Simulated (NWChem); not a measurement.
System: AlNH4; SMILES [NH2][AlH2]

The following NWChem deck was run.

```
start job
memory heap 200 mb stack 900 mb global 1100 mb
geometry units angstroms noautosym
  Al     0.000000     0.000000     0.647082
  H     -0.182296    -1.360301     1.477544
  H      0.182296     1.360301     1.477544
  N      0.000000     0.000000    -1.153983
  H      0.826588     0.300000    -1.738764
  H     -0.826588    -0.300000    -1.738764
end
basis spherical
  * library 6-31g*
end
dft
  xc b3lyp
  grid fine
  iterations 150
end
driver
  maxiter 120
  tight
end
task dft optimize
task dft freq
```

Excerpt of the output:

```
             Northwest Computational Chemistry Package (NWChem) 7.3.0
             --------------------------------------------------------

                             Geometry "geometry" -> ""
                             -------------------------

 Output coordinates in angstroms (scale by  1.889725989 to convert to a.u.)

  No.       Tag          Charge          X              Y              Z
 ---- ---------------- ---------- -------------- -------------- --------------
    1 Al                  13.0000     0.00000000     0.00000000     0.65492596
    2 H                    1.0000    -0.18229600    -1.36030100     1.48538796
    3 H                    1.0000     0.18229600     1.36030100     1.48538796
    4 N                    7.0000     0.00000000     0.00000000    -1.14613904
    5 H                    1.0000     0.82658800     0.30000000    -1.73092004
    6 H                    1.0000    -0.82658800    -0.30000000    -1.73092004

 Effective nuclear repulsion energy (a.u.)      51.3187079187

                                Z-matrix (autoz)
                                --------

 Units are Angstrom for bonds and degrees for angles

      Type          Name      I     J     K     L     M      Value
      ----------- --------  ----- ----- ----- ----- ----- ----------
    1 Stretch                  1     2                       1.60416
    2 Stretch                  1     3                       1.60416
    3 Stretch                  1     4                       1.80107
    4 Stretch                  4     5                       1.05604
    5 Stretch                  4     6                       1.05604
    6 Bend                     1     4     5               123.62465
    7 Bend                     1     4     6               123.62465
    8 Bend                     2     1     3               117.64462
    9 Bend                     2     1     4               121.17769
   10 Bend                     3     1     4               121.17769
   11 Bend                     5     4     6               112.75069
   12 Torsion                  2     1     4     5        -117.58056
   13 Torsion                  2     1     4     6          62.41944
   14 Torsion                  3     1     4     5          62.41944
   15 Torsion                  3     1     4     6        -117.58056

                           NWChem Geometry Optimization
                           ----------------------------

[...]

      ----------------------
      Optimization converged
      ----------------------

  Step       Energy      Delta E   Gmax     Grms     Xrms     Xmax
  ---- ---------------- -------- -------- -------- -------- --------
@   12    -299.60601145  1.7D-10  0.00000  0.00000  0.00002  0.00004
                                     ok       ok       ok       ok

                                Z-matrix (autoz)
                                --------

 Units are Angstrom for bonds and degrees for angles

[...]

 Rotational Constants
 --------------------
 A=   3.137896 cm-1  (  4.514631 K)
 B=   0.431650 cm-1  (  0.621034 K)
 C=   0.379452 cm-1  (  0.545935 K)

 Temperature                      =   298.15K
 frequency scaling parameter      =   1.0000

 Zero-Point correction to Energy  =   24.371 kcal/mol  (  0.038837 au)
 Thermal correction to Energy     =   26.894 kcal/mol  (  0.042858 au)
 Thermal correction to Enthalpy   =   27.486 kcal/mol  (  0.043802 au)

 Total Entropy                    =   61.449 cal/mol-K
   - Translational                =   37.322 cal/mol-K (mol. weight =  45.0159)
   - Rotational                   =   20.669 cal/mol-K (symmetry #  =        1)
   - Vibrational                  =    3.457 cal/mol-K

 Cv (constant volume heat capacity) =   13.144 cal/mol-K
   - Translational                  =    2.979 cal/mol-K
   - Rotational                     =    2.979 cal/mol-K
   - Vibrational                    =    7.185 cal/mol-K

[normal modes left out]

 ----------------------------------------------------------------------------
 Normal Eigenvalue ||           Projected Infra Red Intensities
  Mode   [cm**-1]  || [atomic units] [(debye/angs)**2] [(KM/mol)] [arbitrary]
 ------ ---------- || -------------- ----------------- ---------- -----------
    1       -0.000 ||    0.000834           0.019         0.813       0.116
    2        0.000 ||    0.000802           0.019         0.782       0.111
    3        0.000 ||    0.001392           0.032         1.357       0.193
    4        0.000 ||    0.000000           0.000         0.000       0.000
    5        0.000 ||    0.000075           0.002         0.073       0.010
    6        0.000 ||    0.001346           0.031         1.312       0.187
    7      424.936 ||    0.015736           0.363        15.340       2.185
    8      441.863 ||    0.299161           6.902       291.637      41.549
    9      514.496 ||    0.000000           0.000         0.000       0.000
   10      604.165 ||    0.122636           2.829       119.552      17.032
   11      748.552 ||    0.084144           1.941        82.028      11.686
   12      754.984 ||    0.150834           3.480       147.041      20.949
   13      827.869 ||    0.169968           3.921       165.693      23.606
   14     1611.992 ||    0.042343           0.977        41.278       5.881
   15     1946.232 ||    0.082466           1.903        80.392      11.453
   16     1955.419 ||    0.287479           6.632       280.249      39.926
   17     3567.226 ||    0.018690           0.431        18.220       2.596
   18     3657.832 ||    0.018129           0.418        17.673       2.518
 ----------------------------------------------------------------------------
```

Level: B3LYP/6-31G* (spherical d). The printed entropy takes a lower symmetry number than the molecule has.
